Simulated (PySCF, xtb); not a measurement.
ReCl4, SMILES [Cl][Re]([Cl])([Cl])[Cl] (connectivity only; charge and spin as stated), neutral, multiplicity 4.

Harmonic wavenumbers (cm⁻¹) from GFN2-xTB in xtb at its own minimum, in rising order: 31, 45, 47, 142, 160, 292, 292, 338, 365.

**Question.** What does PySCF with B3LYP-D3(BJ)/def2-SVP give at its own minimum? (An estimate is asked for; the answer gives what the named calculation found.)

**Answer.** 57, 57, 59, 140, 154, 368, 368, 387, 404. Paired by order, the mean absolute difference is 33 cm⁻¹ and the zero-point energies are 2.4 and 2.8 kcal/mol.
